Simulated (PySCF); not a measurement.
Compound: C₅H₁₁B.
Atom-mapped SMILES: `[CH3:1][C@@H:2]1[BH:3][CH2:4][CH2:5][CH2:6]1` (hydrogens: H7, H8, H9 on C1; H10 on C2; H11 on B3; H12, H13 on C4; H14, H15 on C5; H16, H17 on C6)

A linear-response calculation (PySCF, def2-SVPD basis, gas phase, vertical, core orbitals frozen in the response) gave these numbers; the functional is withheld.

Orbital energies (eV): HOMO-3 -11.10, HOMO-2 -10.84, HOMO-1 -10.51, HOMO -9.82, LUMO 1.25, LUMO+1 2.11, LUMO+2 2.91.

| state | E (eV) | f | main configurations (H = HOMO, L = LUMO) |
| --- | --- | --- | --- |
| S1 | 5.75 | 0.0009 | H→L (94%) |
| S2 | 6.35 | 0.0042 | H-1→L (78%), H-2→L (17%) |
| S3 | 7.49 | 0.022 | H-2→L (78%), H-1→L (15%) |
| S4 | 7.74 | 0.029 | H-3→L (88%) |
| S5 | 7.95 | 0.010 | H→L+1 (83%) |
| S6 | 7.95 | 0.0080 | H-4→L (91%) |

Triplets (Tamm–Dancoff): T1 5.27 eV, H→L (93%); T2 5.86 eV, H-1→L (78%), H-2→L (15%); T3 7.20 eV, H-2→L (75%), H-1→L (15%); T4 7.58 eV, H-3→L (87%).

Vertical ionisation energy by ΔSCF with the same functional: 10.04 eV. Mean static polarisability: 71.7 au.

Task: Which of these was used?
A. wB97X-D
B. B3LYP
C. HF
D. PBE

Result: A. wB97X-D is range-separated, 22% exact exchange at short range and 100% at long range (ω = 0.2 bohr⁻¹). In this run −ε(HOMO) = 9.82 eV differs from the ΔSCF value by -0.22 eV, and S1 differs from the orbital gap of 11.07 eV by -5.32 eV. The ratio −ε(HOMO)/IP is 0.98. Usual ranges for neutral molecules in this basis: 0.89 to 0.99 with wB97X-D, 0.5 to 0.7 with PBE, 0.67 to 0.83 with B3LYP; with Hartree–Fock the ratio is 1 or more (Koopmans' value less the relaxation energy is the ΔSCF value). The other options: PBE, a GGA without exact exchange; HF, time-dependent Hartree–Fock, 100% exact exchange; B3LYP, a global hybrid with 20% exact exchange.

Computed with TDDFT wB97X-D/def2-SVPD, vertical, gas phase, core orbitals frozen in the response (PySCF). Isolated species at its PBE0-D3(BJ)/def2-SVP geometry (one conformer only).

Time: 6.3 min of wall time (with the writing of density and orbital grids); peak memory 1.0 GiB. Hardware: Arm Neoverse N1, one thread (shared host).
